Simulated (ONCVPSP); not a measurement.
**Au (Z = 79): one change to an ONCV potential, before and after**

ONCVPSP 4.0.1 input, shortened (lines: element, Z, core and valence counts, functional; n l f; lmax; l rc ep ncon nbas qcut; lloc lpopt rc5 dvloc0; l nproj debl; icmod fcfact rcfact), PBE, scalar-relativistic:

```
  Au 79.00   11    3        4      upf
    1    0    2.00
    2    0    2.00
    2    1    6.00
    3    0    2.00
    3    1    6.00
    3    2   10.00
    4    0    2.00
    4    1    6.00
    4    2   10.00
    4    3   14.00
    5    0    2.00
    5    1    6.00
    5    2   10.00
    6    0    1.00
    2
    0    2.45    0.00    3    7    3.30
    1    1.80    0.00    4    8    7.50
    2    2.25    0.00    3    8    7.00
    4    5    1.70    0.00
    0    3    3.70
    1    2    1.50
    2    2    2.00
    3    3.00    1.30
```

In the p channel the program set the typed energies aside and used -2.197, 0.250 Ha.

Change: s: rc 1.76.

Cutoffs: the cutoffs (Ha) at which the residual kinetic energy of the hardest occupied pseudo-wave falls to 1 and 0.1 mHa per electron; they do not see the model core or the augmentation charge, which bear on the density cutoff. Errors are all-electron minus pseudo energies relative to the spin-unpolarised reference configuration.

Problem. What does the change do?

Solution. The potential gets harder (17 Ha and 19 Ha → 25 Ha and 51 Ha); a bound ghost appears in s, which as a rule spoils a file; of the 4 tests that both files solve, the error grows in 1 and shrinks in 1 by more than 15 % and 0.3 meV (median size 9.6 → 9.2 meV). A smaller radius makes the pseudo-wave follow the all-electron one further in, where it bends more sharply, so more plane waves are needed.

```tsv
quantity	base	changed
cutoff, loose	17 Ha	25 Ha
cutoff, tight	19 Ha	51 Ha
loose cutoff by channel	s 4.3 Ha, p 16 Ha, d 17 Ha	s 25 Ha, p 16 Ha, d 17 Ha
bound ghosts	none	s
GHOST(+) flags under 300 eV	s at 129.4 eV	s at 192.6 eV
error for 5p6 5d10 6s0, meV [ΔE 9.41 eV]	-11	-11
error for 5p6 5d9 6s0, meV [ΔE 30.62 eV]	-7.9	-5.0
error for 5p6 5d8 6s0, meV [ΔE 64.49 eV]	+22	+28
error for 5p6 5d9 6s1 6p1, meV [ΔE 7.50 eV]	+8.0	+6.9
p: phases at 1.83 bohr within 0.05 rad from the reference energy up to (Ha; the scan ends near 5)	to the end of the scan	to the end of the scan
d: phases at 2.28 bohr within 0.05 rad from the reference energy up to (Ha; the scan ends near 5)	to the end of the scan	to the end of the scan
rms error of d²Exc/dni dnj with the model core, mHa	1.16	1.16
```

Changed file: The cutoffs count occupied waves only; projector 2 of the s channel, the hardest unoccupied one, needs 76 Ha at the loose tolerance. A true bound ghost makes a file unfit for plane-wave use even where its test errors are small: the radial tests pick states by their node count and pass the ghost by.
